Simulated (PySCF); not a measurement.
Compound: C₂H₂BrN₃.
SMILES: `BrC1=NNN=C1`

Computed with MP2 and CCSD/aug-cc-pVDZ in PySCF, restricted Hartree–Fock reference, 14 core orbitals frozen, non-relativistic, gas phase, PBE0-D3(BJ)/def2-SVP geometry.

E(HF) = -2812.61191 Eh.

Task: How large is the problem?

Result: 169 basis functions and 70 electrons; 14 orbitals frozen, which leaves o = 21 correlated occupied and v = 134 virtual orbitals. That is o·v = 2814 singles and o·v(o·v + 1)/2 = 3960705 distinct closed-shell doubles amplitudes before symmetry; the costliest CCSD step grows as o²v⁴ = 1.4 × 10^11.

Task: What are the MP2 and CCSD correlation energies?

Result: MP2 -0.9272 Eh and CCSD -0.9378 Eh, which gives totals of -2813.53913 and -2813.54967 Eh. That is 0.608 eV for each correlated electron at CCSD (2462 kJ/mol in all, 0.033 % of the total energy); MP2 gives 98.9 % of the CCSD value.

Task: What is the T1 diagnostic?

Result: 0.0105, below the customary warning level of 0.02. It is the norm of the spatial-orbital singles amplitudes over the root of the number of correlated electrons, so the norm is 0.068.

Task: How does correlation change the dipole moment?

Result: HF gives 1.25 D and CCSD (unrelaxed density) 1.12 D, a change of -0.13 D.

No triples correction and no basis-set extrapolation were made.
